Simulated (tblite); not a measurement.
Record of a relaxation.

Compound: C6H10F2Se.
Numbering: `[F:1][CH2:2][C:3]1([CH2:4][F:5])[CH2:6][CH2:7][Se:8][CH2:9]1` (hydrogens: H10, H11 on C2; H12, H13 on C4; H14, H15 on C6; H16, H17 on C7; H18, H19 on C9)

Computed with GFN2-xTB (tblite), gas phase: L-BFGS steps from a force-field or distance-geometry start until the largest atomic force falls under 0.01 eV/Å. 7 of its 39 geometries are shown.

Step 0: E = -832.4009 eV, largest atomic force 0.934 eV/Å
```
atom  x, y, z in Å  |  force x, y, z in eV/Å
F1      2.734   -0.267    0.553   -0.685  -0.436  -0.415
C2      1.640   -0.893   -0.045    0.207  -0.428   0.423
C3      0.388   -0.019    0.049   -0.486   0.358  -0.318
C4      0.628    1.326   -0.713   -0.095  -0.159   0.843
F5      0.899    1.090   -2.036   -0.142   0.131   0.288
C6     -0.828   -0.767   -0.563    0.315  -0.451   0.053
C7     -2.116   -0.067   -0.157   -0.474  -0.299  -0.635
Se8    -1.873    0.686    1.628   -0.188   0.178   0.158
C9      0.024    0.262    1.516    0.870   0.001   0.341
H10     1.891   -1.122   -1.090    0.120   0.276   0.163
H11     1.479   -1.868    0.483    0.202   0.685  -0.170
H12     1.488    1.855   -0.257   -0.159  -0.254  -0.350
H13    -0.258    1.991   -0.623    0.328  -0.400  -0.267
H14    -0.849   -1.807   -0.167    0.139   0.559  -0.217
H15    -0.754   -0.823   -1.666    0.032   0.046   0.514
H16    -2.350    0.755   -0.850   -0.048  -0.181   0.188
H17    -2.962   -0.785   -0.150    0.371   0.476  -0.001
H18     0.189   -0.643    2.141    0.044   0.470  -0.347
H19     0.618    1.103    1.942   -0.352  -0.574  -0.251
```

Step 6: E = -832.5200 eV, largest atomic force 0.117 eV/Å
```
atom  x, y, z in Å  |  force x, y, z in eV/Å
F1      2.702   -0.282    0.538   -0.020   0.053   0.024
C2      1.624   -0.898   -0.047    0.101  -0.025   0.053
C3      0.373   -0.018    0.050   -0.026   0.044  -0.009
C4      0.623    1.308   -0.678   -0.009   0.034  -0.023
F5      0.881    1.093   -2.007   -0.017  -0.074  -0.074
C6     -0.823   -0.767   -0.556   -0.010  -0.046  -0.018
C7     -2.120   -0.070   -0.178   -0.061  -0.005  -0.056
Se8    -1.876    0.695    1.626   -0.016   0.036   0.019
C9      0.039    0.259    1.514    0.084  -0.013   0.081
H10     1.901   -1.093   -1.088   -0.051   0.041  -0.017
H11     1.485   -1.843    0.489   -0.030  -0.005  -0.046
H12     1.494    1.830   -0.270    0.004  -0.058   0.040
H13    -0.253    1.962   -0.635   -0.030  -0.011   0.077
H14    -0.827   -1.788   -0.168    0.008   0.013   0.030
H15    -0.737   -0.820   -1.643    0.049   0.008  -0.009
H16    -2.360    0.751   -0.853   -0.003  -0.003  -0.027
H17    -2.960   -0.765   -0.155    0.002   0.040  -0.013
H18     0.208   -0.630    2.124    0.020  -0.015   0.001
H19     0.618    1.083    1.932    0.003  -0.014  -0.034
```

Step 13: E = -832.5258 eV, largest atomic force 0.066 eV/Å
```
atom  x, y, z in Å  |  force x, y, z in eV/Å
F1      2.695   -0.269    0.548   -0.014  -0.009   0.005
C2      1.625   -0.890   -0.044    0.035  -0.037  -0.003
C3      0.370   -0.020    0.054   -0.021   0.007   0.007
C4      0.618    1.301   -0.678    0.000   0.031   0.015
F5      0.863    1.076   -2.009   -0.038   0.001  -0.013
C6     -0.822   -0.768   -0.556   -0.025  -0.031   0.002
C7     -2.121   -0.067   -0.189   -0.019   0.020   0.012
Se8    -1.871    0.701    1.621   -0.010   0.004  -0.013
C9      0.046    0.256    1.518   -0.015   0.011   0.039
H10     1.893   -1.072   -1.089    0.043   0.028  -0.041
H11     1.484   -1.843    0.475    0.021  -0.021   0.009
H12     1.495    1.809   -0.270    0.038   0.012  -0.016
H13    -0.255    1.957   -0.616   -0.015   0.017   0.001
H14    -0.828   -1.785   -0.159   -0.021  -0.026   0.003
H15    -0.719   -0.823   -1.641   -0.003  -0.023  -0.001
H16    -2.360    0.752   -0.868    0.030   0.002  -0.005
H17    -2.967   -0.754   -0.161    0.032   0.013  -0.006
H18     0.218   -0.634    2.128   -0.013   0.018   0.004
H19     0.628    1.082    1.927   -0.006  -0.019  -0.001
```

Step 19: E = -832.5307 eV, largest atomic force 0.065 eV/Å
```
atom  x, y, z in Å  |  force x, y, z in eV/Å
F1      2.684   -0.261    0.569    0.038  -0.021   0.009
C2      1.632   -0.888   -0.049   -0.002   0.027   0.004
C3      0.367   -0.029    0.062    0.016  -0.002  -0.002
C4      0.608    1.296   -0.671   -0.003  -0.030  -0.018
F5      0.807    1.065   -2.010   -0.013   0.041  -0.019
C6     -0.825   -0.781   -0.549    0.014   0.018   0.012
C7     -2.115   -0.058   -0.200    0.001   0.006   0.028
Se8    -1.871    0.714    1.611    0.022  -0.004  -0.018
C9      0.046    0.253    1.526   -0.031  -0.004  -0.016
H10     1.911   -1.030   -1.098    0.020  -0.006   0.028
H11     1.506   -1.856    0.447   -0.006   0.014  -0.026
H12     1.508    1.792   -0.293   -0.020  -0.026  -0.022
H13    -0.252    1.968   -0.586    0.014  -0.029   0.024
H14    -0.855   -1.796   -0.146    0.054   0.021   0.030
H15    -0.708   -0.848   -1.632   -0.023  -0.015   0.007
H16    -2.334    0.758   -0.889    0.008   0.012   0.013
H17    -2.966   -0.736   -0.173   -0.036   0.010  -0.018
H18     0.212   -0.630    2.145   -0.027  -0.020  -0.014
H19     0.636    1.076    1.929   -0.026   0.007  -0.005
```

Step 25: E = -832.5355 eV, largest atomic force 0.041 eV/Å
```
atom  x, y, z in Å  |  force x, y, z in eV/Å
F1      2.688   -0.265    0.597   -0.024  -0.001   0.019
C2      1.646   -0.880   -0.051   -0.016  -0.002  -0.007
C3      0.369   -0.037    0.064    0.015   0.006  -0.021
C4      0.598    1.287   -0.673    0.002   0.018   0.001
F5      0.739    1.073   -2.022   -0.013  -0.007   0.012
C6     -0.825   -0.793   -0.537    0.020  -0.006  -0.003
C7     -2.110   -0.049   -0.206    0.024  -0.015  -0.021
Se8    -1.871    0.729    1.599   -0.021  -0.006   0.018
C9      0.039    0.248    1.527    0.021   0.005  -0.035
H10     1.944   -0.987   -1.099   -0.011  -0.009   0.001
H11     1.525   -1.865    0.409   -0.017  -0.005   0.014
H12     1.518    1.765   -0.327    0.013   0.018  -0.003
H13    -0.248    1.967   -0.543   -0.010   0.018   0.009
H14    -0.855   -1.798   -0.113   -0.003   0.001   0.035
H15    -0.712   -0.883   -1.619   -0.001  -0.010  -0.005
H16    -2.300    0.769   -0.901    0.001   0.003  -0.001
H17    -2.976   -0.708   -0.193    0.001  -0.001   0.002
H18     0.191   -0.635    2.151    0.005  -0.008  -0.037
H19     0.629    1.070    1.930    0.015   0.001   0.021
```

Step 32: E = -832.5375 eV, largest atomic force 0.042 eV/Å
```
atom  x, y, z in Å  |  force x, y, z in eV/Å
F1      2.679   -0.270    0.616    0.017   0.002   0.003
C2      1.645   -0.878   -0.052    0.024  -0.004   0.013
C3      0.372   -0.034    0.059   -0.028   0.000  -0.003
C4      0.594    1.292   -0.676   -0.005   0.011   0.005
F5      0.705    1.080   -2.027   -0.001   0.014  -0.007
C6     -0.821   -0.797   -0.532   -0.038  -0.016  -0.008
C7     -2.104   -0.046   -0.212   -0.010   0.005   0.001
Se8    -1.872    0.727    1.597    0.012  -0.008  -0.015
C9      0.041    0.249    1.522    0.004  -0.010   0.019
H10     1.955   -0.978   -1.097   -0.002  -0.003  -0.005
H11     1.519   -1.867    0.400   -0.024   0.005   0.002
H12     1.524    1.765   -0.346    0.007   0.002  -0.010
H13    -0.245    1.976   -0.522   -0.001   0.013  -0.013
H14    -0.853   -1.793   -0.084   -0.002   0.002   0.010
H15    -0.711   -0.910   -1.611    0.014   0.002   0.002
H16    -2.283    0.774   -0.908   -0.006  -0.018   0.009
H17    -2.976   -0.700   -0.204    0.028   0.016  -0.013
H18     0.187   -0.645    2.132    0.013   0.005   0.013
H19     0.633    1.064    1.936   -0.005  -0.019  -0.004
```

Step 38: E = -832.5380 eV, largest atomic force 0.006 eV/Å
```
atom  x, y, z in Å  |  force x, y, z in eV/Å
F1      2.679   -0.272    0.620    0.000  -0.004  -0.002
C2      1.645   -0.877   -0.051    0.000  -0.001  -0.002
C3      0.371   -0.032    0.058    0.001   0.003   0.002
C4      0.593    1.294   -0.676    0.000   0.001  -0.001
F5      0.697    1.085   -2.029   -0.004  -0.001  -0.001
C6     -0.821   -0.799   -0.531    0.002   0.002   0.000
C7     -2.103   -0.046   -0.214   -0.001  -0.002  -0.003
Se8    -1.870    0.725    1.596    0.002  -0.005  -0.002
C9      0.042    0.246    1.522    0.000   0.003   0.004
H10     1.957   -0.977   -1.095    0.002  -0.002  -0.002
H11     1.512   -1.865    0.400    0.001   0.003   0.003
H12     1.526    1.765   -0.352   -0.002  -0.002   0.002
H13    -0.244    1.982   -0.521    0.002   0.000   0.002
H14    -0.854   -1.791   -0.076   -0.001   0.002  -0.002
H15    -0.709   -0.917   -1.609    0.000  -0.001   0.000
H16    -2.281    0.774   -0.910    0.001   0.001   0.000
H17    -2.974   -0.699   -0.208   -0.003  -0.001  -0.001
H18     0.190   -0.648    2.131    0.000   0.002   0.001
H19     0.635    1.060    1.937    0.001   0.003   0.002
```

**Question.** Summarise the path.

**Answer.** The energy falls by 13.23 kJ/mol from step 0 to step 38; nine tenths of that is first reached at step 10. It falls at every step. The largest force goes from 0.934 to 0.006 eV/Å. Among the bonds C3–C4 changes most, from 1.564 to 1.533 Å; the atoms move by 0.094 Å rms after alignment.

What follows is the cost of the whole relaxation. Hardware: an Arm Neoverse V1 with one thread, no GPU, shared host with 64 logical CPUs at a one-minute load of 31. Cost: 0.3 s of wall time.
